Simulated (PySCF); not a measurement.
# Dipole moment and polarisability of `C=CC(=O)[SiH2]F`

Species: C3H5FOSi.
Numbering: `[CH2:1]=[CH:2][C:3](=[O:4])[SiH2:5][F:6]` (hydrogens: H7, H8 on C1; H9 on C2; H10, H11 on Si5)

Cartesian coordinates in Å at the GFN2-xTB level; atoms count from 1:
```
atom  x, y, z in Å
C1    -1.5650   -0.3099    0.6643
C2    -0.5942   -1.1582    0.3514
C3     0.6758   -0.7560   -0.2782
O4     1.4846   -1.5980   -0.6256
Si5    1.1040    1.0963   -0.5972
F6     0.8030    1.9272    0.7560
H7    -2.4841   -0.6445    1.1168
H8    -1.4789    0.7496    0.4859
H9    -0.6951   -2.2209    0.5358
H10    0.2280    1.6880   -1.5985
H11    2.5274    1.2290   -0.8367
```

Level: B3LYP/def2-SVPD (PySCF), static field, nuclei fixed, core orbitals frozen in the response. The polarisability tensor in these axes (au):

```
x    75.27  -3.44 -11.71
y    -3.44  68.72  -1.21
z   -11.71  -1.21  52.07
```

**Question.** What are the eigenvalues, a third of the trace, and Δα (Δα² = ½Σ(αi − αj)² over the three pairs)?

**Answer.** Principal values 46.91, 68.38 and 80.77 au; mean 65.35 au = 9.68 Å³ = 10.78 × 10⁻⁴⁰ C²·m²/J; Δα = 29.67 au (45 % of the mean).

**Question.** What is the dipole moment, and where does it point?

**Answer.** (-2.29, 0.79, -0.14) D, 2.43 D in size, pointing from the negative to the positive side. Measured along this direction, the outermost atoms are H11 and O4 at the negative end and H7 at the positive end.

**Question.** What molar refraction does this α imply?

**Answer.** Lorentz–Lorenz: R = (4π/3)N_A α = 2.5225 cm³/(mol·Å³) × 9.68 Å³ = 24.4 cm³/mol, in the limit of long wavelengths.

**Question.** What depolarisation ratio follows for Rayleigh scattering of linearly polarised light, taking the static tensor?

**Answer.** ρ = 3Δα²/(45ᾱ² + 4Δα²) = 2640.7/(192206 + 3521.0) = 0.0135.

**Question.** Find the Langevin capture rate constant for NO+ (29.998 u) meeting this molecule (104.009 u), k = 2.342 × 10⁻⁹ cm³/s × √(α in Å³ / reduced mass in u).

**Answer.** The reduced mass is 23.28 u, so k = 1.51 × 10⁻⁹ cm³/s. The formula leaves out the permanent dipole, which adds to the capture rate.

**Question.** Refractivity n − 1 of an ideal gas of it at 500 K and 1 atm, from the electronic α?

**Answer.** N = p/kT = 1.4678 × 10¹⁹ cm⁻³, so n − 1 = 2π × N × 9.68 × 10⁻²⁴ cm³ = 893 × 10⁻⁶ at long wavelengths.

**Question.** In a dilute gas of rigid molecules at 350 K, how does the orientational term μ²/3kT compare with the electronic polarisability?

**Answer.** In Gaussian units μ²/3kT = 40.68 Å³ against 9.68 Å³, a ratio of 4.20; the Debye molar polarisation (4π/3)N_A(α + μ²/3kT) is 127.1 cm³/mol, leaving out the vibrational part.

The structure is a single GFN2-xTB conformer in the gas phase; no vibrational or solvent corrections.
